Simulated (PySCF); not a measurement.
C2H6FGa, SMILES C[CH2][GaH][F].

Geometry: PBE-D3(BJ)/def2-SVP. The structure was generated by enumeration; whether it is a known compound was not checked. The values are those of a single conformer.

These are TDA-B3LYP/def2-SVPD in PySCF 2.14.0 values and carry that method's errors.

Vertical excitations.  State labels are in the subgroup Cs.

```csv
state,symmetry,energy (eV),λ (nm),f,main pairs
S1,A",5.19,239,0.000,HOMO→LUMO 99 %
S2,A',6.81,182,0.121,HOMO→LUMO+1 92 %
S3,A',7.07,175,0.008,HOMO→LUMO+2 97 %
S4,A",7.17,173,0.028,HOMO−1→LUMO 93 %
S5,A',7.40,167,0.003,HOMO−2→LUMO 93 %
S6,A",7.52,165,0.014,HOMO−3→LUMO 94 %
S7,A',7.87,157,0.003,HOMO−4→LUMO 89 %
S8,A',7.93,156,0.337,HOMO→LUMO+3 85 %
S9,A",8.15,152,0.001,HOMO−5→LUMO 97 %
S10,A",8.41,147,0.000,HOMO−2→LUMO+1 95 %
T1,A",4.84,256,0,HOMO→LUMO 99 %
T2,A',5.82,213,0,HOMO→LUMO+1 89 %
T3,A",6.60,188,0,HOMO−1→LUMO 95 %
T4,A',6.84,181,0,HOMO→LUMO+2 94 %
```
Triplets are in the Tamm–Dancoff approximation.
